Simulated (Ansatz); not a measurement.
Geometry optimisation, Ansatz, RKS PBE/def2-TZVP.

input.yaml

```yaml
crystal:
  periodic: [false, false, false]
  atoms:
    - { symbol: O, position_ang: [-0.46649, 0.46868, -0.27192] }
    - { symbol: B, position_ang: [0.3593, -0.47475, 0.38273] }
    - { symbol: Se, position_ang: [1.31088, -1.60514, 1.20393] }
    - { symbol: H, position_ang: [0.89785, 0.03907, -0.51996] }
    - { symbol: H, position_ang: [-0.97958, 0.1997, -1.05443] }
total_charge: 1
basis:
  gaussian: { orbitals: def2-TZVP }
hamiltonian:
  xc: pbe
relax:
  f_tol: 0.02
  max_steps: 50
output:
  orbitals: {}
```

Command:

```bash
$ ansatz run input.yaml --threads 2 --pin off --max-ram 3072MiB --backend cpu --events-out ev --progress --plain --runs-dir out
```

Q: Where does it end, and by what steps?

A: It converged. Limits of this set-up: the dipole of an ion depends on the origin. After 16 steps the energy has fallen by 3.216 eV; H4 moved furthest, 1.62 Å. Parted: B2–H4. Joined: Se3–H4.

| step | energy less start (eV) | largest force component (eV/Å) | accepted |
| --- | --- | --- | --- |
| 0 | 0.0000 | 4.533 | yes |
| 1 | -0.3335 | 2.506 | yes |
| 2 | -0.8211 | 1.296 | yes |
| 3 | -1.4031 | 1.625 | yes |
| 4 | -2.1081 | 1.505 | yes |
| 5 | -2.6009 | 1.143 | yes |
| 6 | -2.7881 | 2.153 | yes |
| 7 | -2.9818 | 1.374 | yes |
| 8 | -3.0924 | 0.540 | yes |
| 9 | -3.1897 | 0.472 | yes |
| 10 | -3.1820 | 1.490 | no |
| 11 | -3.2102 | 0.136 | yes |
| 12 | -3.2140 | 0.146 | yes |
| 13 | -3.2156 | 0.065 | yes |
| 14 | -3.2157 | 0.021 | yes |
| 15 | -3.2157 | 0.023 | no |
| 16 | -3.2158 | 0.008 | yes |

```xyz
5
Properties=species:S:1:pos:R:3
O -0.942 0.461 -0.254
B 0.002 -0.285 0.137
Se 1.357 -1.311 0.880
H 2.304 -0.617 -0.046
H -1.598 0.380 -0.976
```

Whether the end is a true minimum wasn't checked by a vibrational analysis.

The run took 44 s on 2 threads of Arm Neoverse N1 (shared host), peak memory 0.18 GiB.
